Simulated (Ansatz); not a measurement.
Reaction (formal exchange of groups at the Si–Si bond): `C[Si](C)([SiH3])Cl` + `CCOC#N` → `C[Si](C)(Cl)C#N` + `CCO[SiH3]`

Computed with Ansatz on PBE0-D4/def2-TZVP structures; ΔE is electronic, products minus reactants. CBS: MP2 limit from def2 TZ/QZ plus the TZ coupled-cluster correction, frozen cores. Functionals use def2-TZVPP. B3LYP here is the variant with VWN-RPA as its local correlation; programs differ in this. Each species was taken in one conformer, which may not be the lowest.

Q: Is it downhill or uphill in electronic energy at CCSD(T)/CBS, and by how much? (Estimate.)

A: Computed: Downhill: ΔE = -206.6 kJ/mol.

Q: What do these levels give: r2SCAN-D4, B3LYP-D4, PBE0, CCSD(T)/def2-TZVPP, MP2/def2-QZVPP, CCSD/CBS(def2)? (Best estimate.)

A: Ansatz gave: r2SCAN-D4 -183.8, B3LYP-D4 -190.9, PBE0 -173.4, CCSD(T)/def2-TZVPP -203.7, MP2/def2-QZVPP -217.9, CCSD/CBS(def2) -211.1 kJ/mol.

Largest T1 diagnostic among the species: 0.013.

In def2-TZVPP, CCSD(T) changes the Hartree–Fock value by +17.4 kJ/mol (the triples alone add +4.5 kJ/mol) and MP2 by +5.7 kJ/mol. From PBE to PBE0 (25 % exact exchange), in def2-TZVPP and without D4, ΔE moves by −11.7 kJ/mol.
